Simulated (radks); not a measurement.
Question: The mean radii <r> (bohr) of the occupied orbitals of an atom or ion are listed with their occupations. Calculated with a radial shooting solver on a logarithmic mesh with Libxc functionals: scalar-relativistic Kohn-Sham, LDA (Slater exchange, Perdew-Wang correlation), spin-polarised, spherical densities, point nucleus.

orbital  occ.      <r>
1s up       1  0.07292
1s down     1  0.07279
2s up       1   0.3152
2s down     1   0.3173
2p up       2   0.2730

Name the element and its charge. Open shells, if any, are filled with parallel spins first.

Answer: Z = 21, scandium, charge +15: Sc15+ in [He] 2s2 2p2. The 1s radius gives Z: for a bare nucleus <r> = (2 gamma + 1)/(2Z) with gamma = sqrt(1 - (Z/c)^2), 0.07087 bohr for Z = 21, and screening makes it slightly larger (0.07292 here). The occupations add up to 6, and the charge is Z minus that.
